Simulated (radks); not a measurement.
Yb5+, configuration [Kr] 4d9 4f12 5s2 5p6 (not the ground configuration). All-electron calculation, scalar-relativistic Kohn-Sham, PBE, spin-polarised, spherical densities, finite nucleus; open shells are filled with parallel spins first (spin-orbit coupling, left out, can overturn this in heavy ions); Fermi nuclear charge, rms radius 5.3108 fm. Program: a radial shooting solver on a logarithmic mesh with Libxc functionals.

Radial electron density D(r) = 4 pi r^2 rho(r):

r (bohr)  D(r) (e/bohr)   spin D(r)
0.001429          10.48  0.00000659
0.001637          12.86  0.00000806
0.001875          15.71  0.00000980
0.002148          19.09   0.0000119
0.002481          23.34   0.0000144
0.002842          28.02   0.0000172
0.003256          33.39   0.0000203
0.003731          39.45   0.0000238
0.004274          46.17   0.0000278
0.004897          53.44   0.0000321
0.005656          61.54   0.0000374
0.006479          69.28   0.0000435
0.007423          76.75   0.0000518
0.008505          83.49   0.0000652
0.009744          89.03   0.0000894
0.01116           92.89    0.000136
0.01289           94.76    0.000238
0.01477           94.35    0.000433
0.01692           92.11    0.000819
0.01939           88.78     0.00157
0.02221           85.58     0.00302
0.02565           83.99     0.00594
0.02939           85.67      0.0111
0.03367           91.26      0.0202
0.03858           100.4      0.0360
0.0442            111.4      0.0623
0.05063           121.3       0.104
0.05848           126.8       0.172
0.067             125.0       0.265
0.07676           116.9       0.386
0.08794           106.0       0.531
0.1007            97.79       0.682
0.1154            96.65       0.811
0.1333            103.4       0.889
0.1527            111.8       0.890
0.175             114.1       0.854
0.2005            105.2       0.878
0.2297            86.84        1.11
0.2652            66.45        1.73
0.3039            55.68        2.70
0.3482            55.86        3.87
0.3989            61.58        4.92
0.457             64.38        5.48
0.5236            59.43        5.38
0.6046            47.40        4.63
0.6927            34.86        3.60
0.7936            25.19        2.54
0.9093            19.21        1.64
1.042             15.49       0.969
1.193             12.30       0.509
1.378             8.749       0.215
1.579             5.501      0.0711
1.809             2.930      0.0112
2.073             1.298    -0.00507
2.375            0.4695    -0.00521
2.721            0.1345    -0.00246
3.142           0.02668   -0.000697
3.6            0.004214   -0.000143
4.124         0.0004693  -0.0000200

D(r) has 4 maxima, at r = 0.0134, 0.0604, 0.169, 0.450 bohr, and minima at 0.0257, 0.110, 0.324 bohr, inside which lie 1.91, 11.10, 29.78 electrons.
